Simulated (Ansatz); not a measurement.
A further run on the cluster Ge3Se4.

```yaml
crystal:
  periodic: [false, false, false]
  atoms:
    - {symbol: Ge, position_ang: [-1.566832, -0.267425, 1.211708]}
    - {symbol: Ge, position_ang: [0.784340, 1.837564, -0.036561]}
    - {symbol: Ge, position_ang: [-0.118340, -1.064187, -2.019030]}
    - {symbol: Se, position_ang: [1.946622, -0.587515, -0.575028]}
    - {symbol: Se, position_ang: [0.077301, 1.220202, 2.204006]}
    - {symbol: Se, position_ang: [0.290037, -2.071023, 0.303933]}
    - {symbol: Se, position_ang: [-1.413117, 0.932394, -1.089028]}
basis:
  gaussian: {orbitals: def2-mTZVP, nuclear_model: gaussian}
hamiltonian: {xc: {name: BHLYP}, dispersion: d4}
scf: {omitted_lower_state_checks: [starts]}
```

```sh
$ ansatz run in.yaml --threads 4 --pin off --events-out ev --progress --plain --max-ram 4787MiB
```

Output, abridged:

```
Functional definition: BHLYP
  name "BHLYP"
  cite "Becke, J. Chem. Phys. 98, 1372 (1993) doi:10.1063/1.464304"
  cite "Becke, Phys. Rev. A 38, 3098 (1988) doi:10.1103/PhysRevA.38.3098"
  cite "Lee, Yang & Parr, Phys. Rev. B 37, 785 (1988) doi:10.1103/PhysRevB.37.785"
  parameter a = 0.5
  exchange = (1 - a)*b88_x + a*exact_x
  correlation = lyp_c
these checks for a lower state are left out or cut short: starts
2318 factors; integrals over basis functions are off by at most 5.7e-4 eV
mean field evaluation 1: about -430951.4990 eV, gradient 2.5e1 eV
mean field evaluation 2: about -430950.6713 eV, gradient 3.3e1 eV
mean field evaluation 4: about -430953.2867 eV, gradient 1.6e0 eV
mean field evaluation 8: about -430953.3107 eV, gradient 1.6e-1 eV
mean field evaluation 16: about -430953.3108 eV, gradient 2.3e-4 eV
mean field -430953.31082445 eV, -15837.2420621530 hartree, gradient 3.3e-5 eV, S^2 0.000000; 0 other end points of the search recorded, 0 dependent functions left out
reference -430953.31099721 eV, -15837.2420685017 hartree; 116, 116 occupied and 136, 136 virtual orbitals, 2318 factors
Total energy: -430954.68023921 eV, -15837.2923872171 hartree
Checks for a lower state left out: starts
```

Run time 23 s (4 threads of Intel Xeon Platinum 8175M on a shared host), peak host memory 1.4 GiB.
